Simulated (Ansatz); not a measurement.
Geometry optimisation, UKS PBE0-D4/def2-SVP (Ansatz 0.2.0).

input.yaml

```yaml
crystal:
  periodic: [false, false, false]
  atoms:
    - { symbol: B, position_ang: [0.025726, 0.001742, -0.23255] }
    - { symbol: Cl, position_ang: [-0.098931, 0.055167, 1.571215] }
    - { symbol: Cl, position_ang: [1.582899, -0.022398, -1.001328] }
    - { symbol: H, position_ang: [-0.979099, -0.012535, -0.889503] }
    - { symbol: "N", position_ang: [-0.189003, 0.110066, 4.505099] }
    - { symbol: H, position_ang: [-0.301282, -0.745875, 5.074047] }
    - { symbol: H, position_ang: [0.539989, 0.613833, 5.038019] }
magnetization:
  spin_polarized: true
  initial_magnetization: 1
basis:
  gaussian: { orbitals: def2-SVP }
hamiltonian:
  xc: pbe0
  dispersion: d4
relax:
  f_tol: 0.03
  max_steps: 50
```

Command:

```bash
$ ansatz run input.yaml --threads 2 --pin off --max-ram 3072MiB --backend cpu --events-out ev --progress --plain --runs-dir out
```

Question: Where does it end, and by what steps?

Answer: The forces met the threshold. The force dipped under the threshold on the way, but the program's further checks kept it going. After 43 steps the energy has fallen by 0.126 eV; Cl3 moved furthest, 1.94 Å.

```tsv
step	energy less start (eV)	largest force component (eV/Å)	accepted
0	0.0000	1.677	yes
2	-0.0713	0.367	yes
4	-0.0236	0.929	no
6	-0.0807	0.012	yes
8	-0.0811	0.075	yes
10	-0.0825	0.011	yes
12	-0.0831	0.193	yes
14	-0.0837	0.064	yes
16	-0.0851	0.096	yes
18	-0.0869	0.057	yes
20	-0.0596	0.707	no
22	-0.0889	0.128	no
24	-0.0902	0.071	yes
26	-0.0911	0.108	yes
28	-0.0919	0.257	no
30	-0.0949	0.134	yes
32	-0.0979	0.297	yes
34	-0.1042	0.078	yes
36	0.0237	1.487	no
38	-0.1210	0.078	yes
40	-0.1244	0.153	yes
42	-0.1259	0.122	no
43	-0.1263	0.018	yes
```

```xyz
7
Properties=species:S:1:pos:R:3
B -0.161 0.043 0.333
Cl -1.441 0.392 1.454
Cl 1.446 -0.306 0.912
H -0.377 0.041 -0.847
N 0.142 0.123 4.400
H 0.129 -0.845 4.040
H 0.843 0.553 3.774
```

Whether the end is a true minimum wasn't checked by a vibrational analysis.

Run time: 82 s on 2 threads of Intel(R) Xeon(R) Platinum 8488C (Sapphire Rapids) (shared host), peak memory 0.24 GiB.
